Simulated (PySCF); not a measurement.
**Mayer bond orders and bond lengths**

Compound: C4H6Cl2O2S.
Atom-mapped SMILES: `[CH3:1][S:2](=[O:3])(=[O:4])/[CH:5]=[CH:6]\[CH:7]([Cl:8])[Cl:9]` (hydrogens: H10, H11, H12 on C1; H13 on C5; H14 on C6; H15 on C7)

Geometry (GFN2-xTB, Å), atoms numbered from 1 in this order:
```
atom  x, y, z in Å
C1    -2.5391   -0.1004   -0.4005
S2    -0.7937   -0.5830   -0.3771
O3    -0.3133   -0.6916   -1.7262
O4    -0.6288   -1.7240    0.4793
C5     0.0131    0.8323    0.4005
C6     1.3180    0.8566    0.5971
C7     2.2153   -0.2590    0.2018
Cl8    3.4157    0.3550   -0.9576
Cl9    3.0414   -0.8708    1.6526
H10   -2.6322    0.8025   -0.9897
H11   -2.8606    0.0482    0.6219
H12   -3.0969   -0.9088   -0.8578
H13   -0.6391    1.6387    0.6857
H14    1.8106    1.7017    1.0639
H15    1.6850   -1.0894   -0.2647
```

Bond orders from the PBE0/pcSseg-1 density (PySCF). Isolated species at its GFN2-xTB geometry (one conformer only).

Where do the orders between heavy atoms depart from those drawn in the SMILES?

The largest departure is 0.276, at S2–O3 (drawn double, 1.724) and S2–O4 (drawn double, 1.724). Drawn single, order below 0.88: S2–C5 (0.837).

Set the Mayer orders of the bonds beside their lengths.

| bond | drawn as | length (Å) | Mayer order |
| --- | --- | --- | --- |
| C1–S2 | single | 1.811 | 0.896 |
| S2–O3 | double | 1.436 | 1.724 |
| S2–O4 | double | 1.436 | 1.724 |
| S2–C5 | single | 1.805 | 0.837 |
| C5–C6 | double | 1.320 | 1.880 |
| C6–C7 | single | 1.485 | 0.954 |
| C7–Cl8 | single | 1.778 | 1.017 |
| C7–Cl9 | single | 1.778 | 1.017 |
| C1–H10 | single | 1.082 | 0.938 |
| C1–H11 | single | 1.082 | 0.938 |
| C1–H12 | single | 1.083 | 0.938 |
| C5–H13 | single | 1.076 | 0.930 |
| C6–H14 | single | 1.084 | 0.944 |
| C7–H15 | single | 1.090 | 0.878 |

By pair of heavy elements: C–S: lowest S2–C5 (0.837, 1.805 Å), highest C1–S2 (0.896, 1.811 Å); in 1 of the 1 pairs the longer bond (by over 0.003 Å) has the higher order (by 0.02 or more). O–S: all 2 within 0.02 of one another (1.724 to 1.724). C–C: lowest C6–C7 (0.954, 1.485 Å), highest C5–C6 (1.880, 1.320 Å). C–Cl: all 2 within 0.02 of one another (1.017 to 1.017).

Sum the orders of all bonds at each heavy atom with more than one neighbour and set the sums beside the valence in the SMILES.

C1 3.710 (drawn 4), S2 5.181 (drawn 6), C5 3.647 (drawn 4), C6 3.778 (drawn 4), C7 3.866 (drawn 4). Orders between atoms that aren't bonded are not in these sums.

The Mayer order sums products of elements of PS (density times overlap matrix) between the two atoms' basis functions, so it depends on the basis set.

These values come from a run that also computed NMR shieldings. Time: 42 s of wall time. Hardware: one thread of an Arm Neoverse V1, shared host.
